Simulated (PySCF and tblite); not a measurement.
Values are calculated unless marked as measured or tabulated.
System: CH₉BO₂Si₂, numbered as in [OH:1][B:2]([OH:3])[CH:4]([SiH3:5])[SiH3:6].

The path came from a restrained scan, a climbing-image band and a saddle search at GFN2-xTB; energies are PBE0/pcSseg-1 + D3(BJ)//GFN2-xTB, thermal terms GFN2-xTB. Rates follow Eyring's equation with the number of equivalent paths and no tunnelling. Programs: tblite and PySCF.

Task: What barrier does the rotation about the B2–O3 bond (torsion O1–B2–O3–H from 0° to 180°, rising) meet, and how fast is it at 298 K?

Result: The electronic barrier is 11.1 kcal/mol and ΔG‡(298 K) 10.1 kcal/mol, over a C1 saddle with an imaginary mode of 596i cm⁻¹ (GFN2-xTB). With 2 equivalent paths, k is 4.8×10⁵ s⁻¹, a mean lifetime of the start of 2.1 µs against this motion. The end lies 2.9 kcal/mol above the start in free energy.
